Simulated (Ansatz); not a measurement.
Problem. Predict a relaxed structure of Cu(PH3)F (CuPH₃F), charge 0, singlet, at r2SCAN-D4/def2-TZVP (Ansatz).

Solution. 
```xyz
6

Cu    0.856    0.765    0.884
P    -0.380   -0.340   -0.392
H    -0.249   -0.185   -1.790
H    -1.781   -0.182   -0.308
H    -0.339   -1.750   -0.347
F     1.893    1.691    1.953
```
Point group C3v (tolerance 0.1 Å). The metal has 2 neighbours: P 2.09 Å, F 1.75 Å. This is one stationary point.

The relaxation made no stability test and no search for a lower SCF solution.
